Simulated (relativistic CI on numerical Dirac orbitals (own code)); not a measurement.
## Energy levels of La⁺

These numbers are calculated, not measured: Dirac-Coulomb-Breit CI, orbitals from a KLI potential per configuration, a model potential for QED, valence Slater integrals scaled by 0.85, P86 correlation energy added to each configuration (own radial code, finite nucleus).

Configurations in the expansion (outside the closed core [Xe]): 5d², 5d6s, 6s², 4f6s, 5d4f, 5d6p, 6s6p, 4f², 5d5f, 4f6p, 5d7s, 5d5g, 5d6d, 5d7p, 4f5f, 6p². Levels of other configurations are missing.

| No. | Configuration | Term | J | E (eV) | % | Landé g | jj configuration (%) |
| --- | --- | --- | --- | --- | --- | --- | --- |
| 41 | 6s6p | ³P° | 1 | 3.6875 | 69 | 1.483 | 6s 6p1/2 (47) |
| 42 | 5d4f | ¹F° | 3 | 3.6971 | 48 | 1.025 | 5d3/2 6p3/2 (28) |
| 43 | 5d6p | ³F° | 4 | 3.8173 | 65 | 1.250 | 5d5/2 6p3/2 (65) |
| 44 | 5d4f | ³D° | 1 | 3.8471 | 71 | 0.505 | 5d3/2 4f5/2 (34) |
| 45 | 6s6p | ³P° | 2 | 3.8600 | 72 | 1.488 | 6s 6p3/2 (72) |
| 46 | 5d4f | ³D° | 2 | 3.9092 | 68 | 1.175 | 5d3/2 4f7/2 (34) |
| 47 | 5d4f | ³D° | 3 | 3.9756 | 70 | 1.329 | 5d5/2 4f7/2 (38) |
| 48 | 5d4f | ³P° | 0 | 4.2688 | 43 |  | 5d5/2 4f5/2 (43) |
| 49 | 5d4f | ³P° | 1 | 4.2992 | 41 | 1.490 | 5d5/2 4f5/2 (22) |
| 50 | 5d4f | ³P° | 2 | 4.3799 | 43 | 1.498 | 5d3/2 4f7/2 (25) |
| 51 | 5d6p | ¹F° | 3 | 4.5404 | 61 | 1.002 | 5d5/2 6p3/2 (21) |
| 52 | 5d4f | ¹P° | 1 | 4.5503 | 78 | 1.011 | 5d5/2 4f7/2 (60) |
| 53 | 5d4f | ¹H° | 5 | 4.6315 | 96 | 1.000 | 5d3/2 4f7/2 (39) |
| 54 | 4f6p | ³G | 3 | 5.1201 | 47 | 0.890 | 4f5/2 6p1/2 (91) |
| 55 | 4f6p | ³F | 2 | 5.1606 | 93 | 0.689 | 4f5/2 6p1/2 (67) |
| 56 | 4f6p | ³F | 3 | 5.2726 | 65 | 0.975 | 4f5/2 6p3/2 (81) |
| 57 | 4f6p | ¹F | 3 | 5.3190 | 54 | 0.990 | 4f7/2 6p1/2 (57) |
| 58 | 4f6p | ³G | 4 | 5.3201 | 66 | 1.109 | 4f7/2 6p1/2 (70) |
| 59 | 4f6p | ³F | 4 | 5.3693 | 58 | 1.161 | 4f5/2 6p3/2 (56) |
| 60 | 4f6p | ³D | 2 | 5.5029 | 70 | 1.102 | 4f5/2 6p3/2 (68) |
| 61 | 4f6p | ³G | 5 | 5.5036 | 94 | 1.200 | 4f7/2 6p3/2 (94) |
| 62 | 4f6p | ³D | 1 | 5.5348 | 97 | 0.498 | 4f5/2 6p3/2 (97) |
| 63 | 4f6p | ¹G | 4 | 5.5787 | 82 | 1.029 | 4f7/2 6p3/2 (57) |
| 64 | 4f6p | ³D | 3 | 5.6386 | 90 | 1.310 | 4f7/2 6p3/2 (66) |
| 65 | 4f6p | ¹D | 2 | 5.7637 | 67 | 1.040 | 4f7/2 6p3/2 (91) |
| 66 | 6s6p | ¹P° | 1 | 6.1447 | 56 | 1.001 | 6s 6p3/2 (40) |
| 67 | 5d7s | ³D | 1 | 6.1579 | 94 | 0.500 | 5d3/2 7s (94) |
| 68 | 5d7s | ³D | 2 | 6.1922 | 81 | 1.145 | 5d3/2 7s (84) |
| 69 | 5d7s | ³D | 3 | 6.3091 | 86 | 1.325 | 5d5/2 7s (86) |
| 70 | 5d6d | ¹F | 3 | 6.3908 | 74 | 1.018 | 5d3/2 6d3/2 (44) |
| 71 | 5d6d | ³D | 1 | 6.3971 | 68 | 0.639 | 5d3/2 6d3/2 (89) |
| 72 | 5d7s | ¹D | 2 | 6.4004 | 74 | 1.021 | 5d5/2 7s (76) |
| 73 | 5d6d | ³D | 2 | 6.4595 | 84 | 1.165 | 5d3/2 6d5/2 (68) |
| 74 | 5d6d | ³G | 3 | 6.4959 | 74 | 0.861 | 5d3/2 6d3/2 (46) |
| 75 | 5d6d | ¹P | 1 | 6.5185 | 48 | 1.168 | 5d3/2 6d5/2 (59) |
| 76 | 5d6d | ³D | 3 | 6.5554 | 65 | 1.215 | 5d5/2 6d5/2 (87) |
| 77 | 5d6d | ³G | 4 | 6.5582 | 90 | 1.054 | 5d3/2 6d5/2 (66) |
| 78 | 5d6d | ³F | 2 | 6.6073 | 82 | 0.734 | 5d3/2 6d3/2 (89) |
| 79 | 5d6d | ³S | 1 | 6.6384 | 51 | 1.573 | 5d5/2 6d5/2 (73) |
| 80 | 5d6d | ³P | 0 | 6.6388 | 77 |  | 5d3/2 6d3/2 (66) |
| 81 | 5d6d | ³G | 5 | 6.6673 | 94 | 1.200 | 5d5/2 6d5/2 (94) |
| 82 | 5d6d | ³F | 3 | 6.7014 | 92 | 1.082 | 5d5/2 6d3/2 (74) |
| 83 | 5d6d | ³P | 1 | 6.7302 | 61 | 1.620 | 5d5/2 6d3/2 (75) |
| 84 | 5d6d | ³P | 2 | 6.7330 | 55 | 1.297 | 5d5/2 6d3/2 (62) |
| 85 | 5d6d | ³F | 4 | 6.7609 | 93 | 1.239 | 5d5/2 6d5/2 (65) |
| 86 | 5d6d | ¹D | 2 | 6.8304 | 56 | 1.138 | 5d5/2 6d5/2 (86) |
| 87 | 5d6d | ¹G | 4 | 6.9819 | 91 | 1.007 | 5d5/2 6d3/2 (41) |
| 88 | 5d7p | ¹D° | 2 | 7.0559 | 47 | 0.893 | 5d3/2 7p1/2 (86) |
| 89 | 5d6d | ¹S | 0 | 7.0837 | 85 |  | 5d5/2 6d5/2 (73) |
| 90 | 5d7p | ³D° | 1 | 7.0947 | 96 | 0.511 | 5d3/2 7p1/2 (59) |
| 91 | 5d7p | ³F° | 2 | 7.1309 | 47 | 0.919 | 5d3/2 7p3/2 (86) |
| 92 | 5d7p | ³F° | 3 | 7.1884 | 89 | 1.094 | 5d3/2 7p3/2 (77) |
| 93 | 5d7p | ³D° | 2 | 7.2146 | 45 | 1.052 | 5d5/2 7p1/2 (66) |
| 94 | 5d7p | ³D° | 3 | 7.2441 | 87 | 1.305 | 5d5/2 7p1/2 (50) |
| 95 | 5d7p | ³P° | 0 | 7.2629 | 97 |  | 5d3/2 7p3/2 (97) |
| 96 | 5d7p | ³P° | 1 | 7.2739 | 87 | 1.453 | 5d3/2 7p3/2 (62) |
| 97 | 5d7p | ³F° | 4 | 7.3153 | 98 | 1.250 | 5d5/2 7p3/2 (98) |
| 98 | 5d7p | ³P° | 2 | 7.3700 | 88 | 1.469 | 5d5/2 7p3/2 (63) |
| 99 | 5d7p | ¹F° | 3 | 7.4369 | 77 | 1.017 | 5d5/2 7p3/2 (43) |
| 100 | 5d7p | ¹P° | 1 | 7.5162 | 56 | 1.031 | 5d5/2 7p3/2 (62) |
| 101 | 6p² | ³P | 0 | 7.5485 | 80 |  | 6p1/2^2 (61) |
| 102 | 5d5f | ¹G° | 4 | 7.5625 | 56 | 0.966 | 5d3/2 5f5/2 (65) |
| 103 | 5d5f | ³F° | 2 | 7.5947 | 77 | 0.744 | 5d3/2 5f5/2 (90) |
| 104 | 5d5f | ³H° | 4 | 7.6057 | 59 | 0.924 | 5d3/2 5f7/2 (59) |
| 105 | 5d5f | ³F° | 3 | 7.6230 | 68 | 1.009 | 5d3/2 5f7/2 (61) |
| 106 | 6p² | ³P | 1 | 7.6402 | 83 | 1.501 | 6p1/2 6p3/2 (83) |
| 107 | 5d5f | ³H° | 5 | 7.6479 | 88 | 1.043 | 5d3/2 5f7/2 (77) |
| 108 | 5d5f | ³G° | 3 | 7.6978 | 62 | 0.882 | 5d3/2 5f5/2 (60) |
| 109 | 5d5f | ³F° | 4 | 7.7233 | 58 | 1.138 | 5d5/2 5f7/2 (87) |
| 110 | 5d5f | ¹D° | 2 | 7.7330 | 54 | 1.101 | 5d3/2 5f7/2 (61) |

Energies count from the lowest computed level; ° marks odd parity. Filled j subshells are mostly left out of the jj labels.

The mean weight of the leading LS term, summed over parents, in these 70 levels is 72 %, and that of the leading jj configuration (from the same eigenvectors) 66 %.

For a near-neutral ion this model can misplace configurations by up to about 10,000 cm⁻¹ (more where the count of f electrons changes) and terms by 10 to 25 % of their spread. Rates follow the energies as ν³ (E1, M1) or ν⁵ (E2), so they and the lifetimes can be off by large factors. The fine structure of a lone outer electron comes out too small, for d and f at times inverted, and misplaced configurations move strength between like terms. 35 of the 50 excited levels that our extract of the measured tables holds in this range could be paired (the sources list more); they are missed by 3964 cm⁻¹ on average and 9587 at most, and levels without a partner can miss by more. Some levels of the ground configuration have no partner and can miss by 10 % or more.

LS names give the leading component of a level, which can be under half, so a name can repeat, a term be missing and a line seem to break the LS rules.
